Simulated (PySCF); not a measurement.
**J couplings in hexafluorocyclopropane**

Bonds (- single, = double, # triple, : aromatic): F1-C2 1.323 Å, C2-F3 1.323 Å, C2-C4 1.517 Å, C4-F5 1.323 Å, C4-F6 1.323 Å, C4-C7 1.518 Å, C7-F8 1.323 Å, C7-F9 1.323 Å, C7-C2 1.518 Å.

Couplings: B3LYP/pcJ-1 in PySCF 2.14.0 with density-fitted response routines, geometry PBE0-D3(BJ)/def2-SVP; gas phase, one conformer, non-relativistic. Couplings are averaged over pairs made equivalent by symmetry, fast rotation or ring inversion, so a value needn't be that of the named pair in this geometry, while other rotamers aren't included; one pair stands for each set, and the list holds those of at least 1.5 Hz over up to four bonds. One-bond C–F couplings come out tens of Hz too large with common functionals.

Isotopes: 19F, 13C.

```csv
pair,bonds,J (Hz)
"F1, C2",1,?
"C2, C4",1,27.3
"F1, F3",2,?
"F1, C4",2,13.9
"F1, F5",3,13.7
"F1, F6",3,-8.7
```

Problem. Estimate the withheld couplings, with signs.

Solution. 
- 1J(F1,C2) = -402.2 Hz (bond length 1.323 Å)
- 2J(F1,F3) = 175.1 Hz
